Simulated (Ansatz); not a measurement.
Species: C$_{4}$H$_{4}$O, SMILES `C#CC(C)=O` (charge 0, multiplicity 1), formula C4H4O.

Task: How many basis functions does frozen-core CCSD(T)/cc-pVTZ // PBE-D3(BJ)/def2-TZVP (Ansatz, an electronic-structure program) use, how many core orbitals are frozen, and how many electrons are correlated?

Result: 206 basis functions and 5 frozen orbitals, which leaves 26 correlated electrons. Core time is of the order of minutes.
